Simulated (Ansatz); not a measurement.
The cluster B₈N⁺. The state is a singlet with charge 1. Geometry PBE0-D4/def2-SVP.

```xyz
9

N     1.335   -0.318   -2.109
B     1.379    0.592   -1.134
B     0.252   -0.924   -1.619
B     0.120    1.143    1.688
B    -1.473   -0.998    1.002
B    -0.875   -1.171   -0.466
B    -1.060    0.147    2.001
B     0.896    1.210    0.297
B    -0.575    0.319    0.338
```

The structure comes from a short search, and lower isomers may exist.

Task: Estimate the orbital energies around the gap (eV) in Ansatz with HF/6-31G, PBE-D4/def2-TZVP, r2SCAN-D4/def2-TZVP, PBE0-D4/def2-TZVP, CAM-B3LYP-D4/def2-TZVP.

Result: 
```csv
orbital,HF/6-31G,PBE-D4/def2-TZVP,r2SCAN-D4/def2-TZVP,PBE0-D4/def2-TZVP,CAM-B3LYP-D4/def2-TZVP
HOMO−5,-18.90,-14.45,-14.78,-15.87,-17.31
HOMO−4,-18.42,-13.54,-13.84,-14.90,-16.30
HOMO−3,-17.69,-13.51,-13.81,-14.78,-16.13
HOMO−2,-15.36,-13.24,-13.39,-14.04,-14.98
HOMO−1,-15.11,-11.94,-12.13,-12.95,-14.15
HOMO,-13.96,-11.37,-11.51,-12.24,-13.31
LUMO,-6.40,-10.77,-10.63,-9.91,-8.74
LUMO+1,-4.65,-9.27,-9.05,-8.36,-7.15
LUMO+2,-3.30,-7.89,-7.61,-6.93,-5.77
LUMO+3,-2.71,-7.44,-7.18,-6.51,-5.39
LUMO+4,-2.46,-7.14,-6.86,-6.21,-5.12
LUMO+5,-1.83,-6.99,-6.67,-5.97,-4.73
```
